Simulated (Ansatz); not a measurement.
Potential energy curve for MgH, doublet.

Computed with: UKS-PBE = unrestricted PBE/cc-pVQZ run with Ansatz (a program for electronic structure); UCCSD = CCSD on UHF/cc-pVQZ, frozen core (Ansatz); UMP2 = MP2 on UHF/cc-pVQZ, frozen core run with Ansatz.

Energies are in kcal/mol, each relative to the lowest point of its own curve near equilibrium.

```
R / Å     UKS-PBE       UCCSD        UMP2
-----  ----------  ----------  ----------
1.30         32.2        33.0        32.6
1.38         19.4        19.6        19.2
1.50          7.6         7.4         7.0
1.57          3.6         3.4         3.1
1.66          0.8         0.7         0.5
1.68          0.5         0.4         0.2
1.74          0.0         0.0         0.0
1.78          0.0         0.1  (withheld)
1.85          0.6         1.0         1.3
1.89          1.2         1.7         2.1
2.00          3.6         4.5         5.4
2.17          8.3  (withheld)  (withheld)
2.37   (withheld)        16.6  (withheld)
2.63         21.1  (withheld)        28.1
2.88         26.0        28.4        31.5
3.10         28.8        30.4        32.6
3.50         31.4        31.7        32.7
3.81         32.0        32.0        32.5
4.20         32.2        32.1        32.3
4.68         32.3        32.1        32.3
5.20         32.3        32.2        32.3
6.03         32.4        32.2        32.3
6.87         32.4        32.2        32.3
```

### Question
What belongs in the gaps?

### Answer

- 1.78, UMP2: 0.2
- 2.17, UCCSD: 9.9
- 2.17, UMP2: 12.0
- 2.37, UKS-PBE: 14.3
- 2.37, UMP2: 20.4
- 2.63, UCCSD: 24.0

The unrestricted determinant behind UCCSD, UMP2 is spin-contaminated at 2.37 to 3.10 Å (<S²> up to 0.9, against 0.75 for a pure doublet).
